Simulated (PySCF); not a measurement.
SMILES CO[SiH](N)O (CH7NO2Si), singlet, PBE0/def2-SVP optimised geometry.

```
12

Si     0.40    -0.37     0.00
N     -0.40    -1.08    -1.34
O     -0.16     1.19     0.00
O      0.05    -1.23     1.37
C     -1.24    -1.61     1.77
H      1.89    -0.37     0.00
H     -0.29    -2.05    -1.59
H     -0.69    -0.51    -2.12
H      0.37     1.82     0.51
H     -1.18    -2.51     2.39
H     -1.89    -1.82     0.91
H     -1.71    -0.81     2.37
```

Density from PBE0/def2-TZVP run with PySCF at that geometry.

Minimum of the electron density along straight lines between bonded atoms, close to the bond critical point (lines longer than 1.1 times the sum of covalent radii, or with two minima, are not listed):

| bond | length / Å | ρ at the minimum / e bohr⁻³ | ∇²ρ there / e bohr⁻⁵ | position (fraction from the first atom) |
|---|---|---|---|---|
| Si1–N2 | 1.712 | 0.137 | ___ | 0.40 |
| Si1–O3 | 1.662 | 0.135 | 0.76 | 0.41 |
| Si1–O4 | 1.656 | 0.136 | 0.79 | 0.41 |
| O4–C5 | 1.402 | ___ | -0.51 | 0.65 |
| Si1–H6 | 1.488 | 0.124 | 0.13 | 0.49 |
| N2–H7 | 1.012 | 0.333 | -1.64 | 0.74 |
| N2–H8 | 1.012 | 0.332 | -1.64 | 0.74 |
| O3–H9 | 0.961 | ___ | -2.43 | 0.81 |
| C5–H10 | 1.102 | 0.279 | -0.97 | 0.65 |
| C5–H11 | 1.104 | 0.277 | -0.96 | 0.65 |
| C5–H12 | 1.104 | 0.277 | -0.95 | 0.65 |

Problem. Some entries are withheld; supply them.

Solution. 
- Si1–N2, ∇²ρ there / e bohr⁻⁵: 0.58
- O4–C5, ρ at the minimum / e bohr⁻³: 0.260
- O3–H9, ρ at the minimum / e bohr⁻³: 0.356
